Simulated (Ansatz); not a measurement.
Ti(Cl)(OH)3 (ClH3O3Ti), SMILES [OH][Ti]([OH])([OH])[Cl], multiplicity 1.

Geometry optimised at r2SCAN-D4/def2-SVP. The spin state was assumed, not searched. The structure was generated by enumeration; whether it is a known compound was not checked. Other conformers were not sampled.

Two levels are set side by side: PBE/def2-SVPD (Ansatz, an electronic-structure program) and CAM-B3LYP/def2-SVPD (Ansatz). Energy differences of separate SCF runs at the same geometry; the states with an electron removed or added have multiplicity 2 and 2. Differences are taken from unrounded values.

```json
[
 {"quantity": "vertical ionisation energy (eV)", "CAM-B3LYP": "11.13", "PBE": "10.47", "PBE minus CAM-B3LYP": "-0.66"},
 {"quantity": "vertical electron affinity (eV)", "CAM-B3LYP": "0.50", "PBE": "-0.08", "PBE minus CAM-B3LYP": "-0.58"},
 {"quantity": "vertical singlet–triplet gap (eV)", "CAM-B3LYP": "5.04", "PBE": "5.00", "PBE minus CAM-B3LYP": "-0.04"}
]
```
